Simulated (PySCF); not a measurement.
Ga(Cl)3 anion (Cl3Ga), SMILES [Cl][Ga]([Cl])[Cl] (connectivity only; charge and spin as stated), charge -1, multiplicity 2.

Geometry: PBE0-D3(BJ)/def2-SVPD. The multiplicity is an assumed one; other spin states were not compared. The isomer is the one that the SMILES or the coordinates give; other isomers of the formula were not compared.

Level of theory: PBE0-D3(BJ)/def2-SVPD in PySCF.

Frequencies are harmonic and unscaled.

Modes within 1.5 cm⁻¹ of each other (mostly degenerate sets) share a row, with their intensities summed.

```
mode  ν (cm⁻¹)  IR (km/mol)  moving atoms (share of kinetic energy)
----  --------  -----------  --------------------------------------
1–2        101          2.7                        Cl 87 %, Ga 13 %
3          132          5.1                        Cl 62 %, Ga 38 %
4          302         23.6                        Cl 78 %, Ga 22 %
5–6        321        224.4                        Cl 59 %, Ga 41 %
```
